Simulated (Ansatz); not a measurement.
`C[Te]C` + `[CH3]`• → `[CH2][Te]C`• + CH₄ at 400 K and 1 bar (hydrogen abstraction from a C–H bond).

Gas-phase electronic energies from Ansatz, PBE0-D4/def2-TZVP geometries. CCSD(T)/CBS adds triple-zeta CCSD(T) − MP2 to the extrapolated MP2 energy (def2 sets, frozen cores). This one scheme is used for every species. Open shells (•) are unrestricted, without spin–orbit coupling. def2 core potentials past Kr. For Te outer-core shells are correlated without core-valence functions, which leaves a few kJ/mol of doubt a bond.

| species | CCSD(T)/CBS energy (Eh) | H − E (kJ/mol) | S (J/(mol·K)) |
| --- | --- | --- | --- |
| `C[Te]C` | -347.43957 | 217.8 | 339.8 |
| `[CH3]`• | -39.78218 | 92.9 | 206.6 |
| `[CH2][Te]C`• | -346.77202 | 181.2 | 363.9 |
| CH₄ | -40.46206 | 131.3 | 197.2 |

H − E and S are ideal-gas, rigid-rotor, harmonic terms from PBE0-D4/def2-TZVP, with the whole ground term of open shells counted as degenerate. 1 Eh = 2625.50 kJ/mol, R = 8.31446 J/(mol·K).

By hand: ΔE, ΔH, ΔS and ΔG.

ΔE = (-346.77202) + (-40.46206) − (-347.43957) − (-39.78218) = -0.01233 Eh = -32.4 kJ/mol. Δ(H − E) = 181.2 + 131.3 − 217.8 − 92.9 = 1.8, so ΔH = -30.6 kJ/mol. ΔS = 363.9 + 197.2 − 339.8 − 206.6 = 14.7 J/(mol·K). ΔG = -30.6 − 400 × (14.7)/1000 = -36.5 kJ/mol.

By hand: the equilibrium constant, and the temperature at which ΔG would vanish if ΔH and ΔS stayed fixed.

log₁₀ K = −ΔG/(RT ln 10) = 4.8. ΔH and −TΔS have one sign here, so there is no such temperature.

The number of gas molecules stays the same, so ΔS is small and ΔH decides. A doubt of 5 kJ/mol in ΔE shifts log₁₀ K by 0.7 here. Modes under 60 cm⁻¹, often nearly free rotors, make the harmonic entropy too high. These are equilibria of isolated gas molecules and say nothing of rates. Largest T1 diagnostic: 0.019 (customary marks: 0.02 for closed shells, 0.045 for open ones).
